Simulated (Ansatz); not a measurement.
## Relative stability

The two ends of one reaction step of BH₃SeOF₂, closed shell (PBE0-D4/def2-TZVP).

A:

```json
{"atom": "B1", "x (Å)": "-0.5655", "y (Å)": "-0.3920", "z (Å)": "-0.0210"}
{"atom": "O2", "x (Å)": "0.6547", "y (Å)": "0.3716", "z (Å)": "-0.9964"}
{"atom": "F3", "x (Å)": "-0.3280", "y (Å)": "-1.6950", "z (Å)": "-0.2154"}
{"atom": "F4", "x (Å)": "-1.6939", "y (Å)": "0.1070", "z (Å)": "-0.5805"}
{"atom": "H5", "x (Å)": "1.0226", "y (Å)": "1.0449", "z (Å)": "-0.4012"}
{"atom": "Se6", "x (Å)": "-0.1818", "y (Å)": "0.3675", "z (Å)": "1.8310"}
{"atom": "H7", "x (Å)": "0.2338", "y (Å)": "0.8204", "z (Å)": "-1.7426"}
{"atom": "H8", "x (Å)": "0.8580", "y (Å)": "-0.6245", "z (Å)": "2.1263"}
```

B:

| atom | x (Å) | y (Å) | z (Å) |
| --- | --- | --- | --- |
| B1 | -0.4748 | -0.5605 | -0.9206 |
| O2 | 0.1093 | 0.2726 | -1.8033 |
| F3 | 0.1959 | -1.6116 | -0.4847 |
| F4 | -1.7393 | -0.4199 | -0.5377 |
| H5 | 1.7923 | 0.3271 | 1.4927 |
| Se6 | 0.5573 | 1.0632 | 1.7830 |
| H7 | -0.4548 | 1.0063 | -2.0576 |
| H8 | 0.0141 | -0.0773 | 2.5284 |

Program: Ansatz 0.2.0. Basis: def2-TZVPP. Cores are frozen in the correlated methods. Filled d shells of the heavier atoms are correlated. The def2 sets are not built for correlating such inner shells, so the correlated values are less sure here. B3LYP uses VWN-RPA correlation.

(1) Which structure is lower at CCSD(T), and by how much? (An estimate is asked for; the value comes from the calculation.)

The T1 diagnostic stays at or below 0.011.

## Answers

(1) The calculation gives: B, by 16.26 kcal/mol (electronic energy, against the other). By their contacts, A is BH₃SeOF₂ ([OH2][B]([F])([F])[SeH]) and B is a complex of BHOF₂ ([OH][B]([F])[F]) + H₂Se.

All methods give the same order:

```
      method  E(B) − E(A) (kcal/mol)
       SPW92                   -8.40
      PBE-D4                  -13.45
     BLYP-D4                  -17.95
   r2SCAN-D4                  -14.89
      B97M-V                  -17.66
     PBE0-D4                  -14.17
    B3LYP-D4                  -18.16
  r2SCAN0-D4                  -15.21
    BHLYP-D4                  -19.06
CAM-B3LYP-D4                  -17.78
     wB97X-V                  -15.59
     wB97M-V                  -15.56
      B2PLYP                  -17.65
    PBE-QIDH                  -14.41
  RPA on PBE                  -16.95
          HF                  -25.50
         MP2                  -14.83
        CCSD                  -17.71
     CCSD(T)                  -16.26
```

Labels in which every atom is bracketed show which atoms are joined, not bond orders.

For scale, one of the runs: CCSD(T)/def2-TZVPP, 214 basis functions, launched by `ansatz run in.yaml --threads 8 --pin off --events-out ev --progress --plain --max-ram 19148MiB`. The run took 91 s on 8 CPU threads of an Arm Neoverse V1 (shared host), with 3.6 GiB of host memory at its peak.
